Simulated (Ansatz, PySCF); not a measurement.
SnF3, SMILES [F][Sn+]([F])[F], charge +1. Atoms are numbered in the order given.

```xyz
4

Sn     0.0000     0.0000     0.0000
F     -1.8820     0.0000     0.0000
F      0.9410     1.6299     0.0000
F      0.9410    -1.6299     0.0000
```
Charge +1, spin multiplicity 1.

Geometry: B3LYP-D3(BJ)/def2-SVP. The spin state was assumed, not searched. The isomer is the one that the SMILES or the coordinates give; other isomers of the formula were not compared. The def2 effective core potentials stand for the cores of Sn; spin–orbit coupling is left out.

Vertical ionisation energy (IE) and electron affinity (EA) in eV. Rows of orbital energies are one-electron estimates. Where ΔSCF, EOM or ADC give a negative EA the extra electron is unbound and the value depends on the basis.

```
level                                                                        IE     EA
------------------------------------------------------------------------  -----  -----
−ε(HOMO), −ε(LUMO), HF/def2-TZVPD (PySCF)                                 23.91   7.97
−ε(HOMO), −ε(LUMO), PBE/def2-TZVPD (PySCF)                                16.77  12.76
ΔSCF, CAM-B3LYP/def2-SVPD (Ansatz), final states of multiplicity 2 and 2  21.94   9.71
ΔSCF, PBE/def2-SVPD (Ansatz), final states of multiplicity 2 and 2        20.62   9.43
```

Problem. What vertical singlet–triplet gap does ΔSCF give with CAM-B3LYP/def2-SVPD (Ansatz, a program for electronic structure) and with PBE/def2-SVPD (Ansatz)? (The exact figures need the calculation; the answer reports its results.)

Solution. 4.88 and 3.94 eV (triplet above singlet where positive).
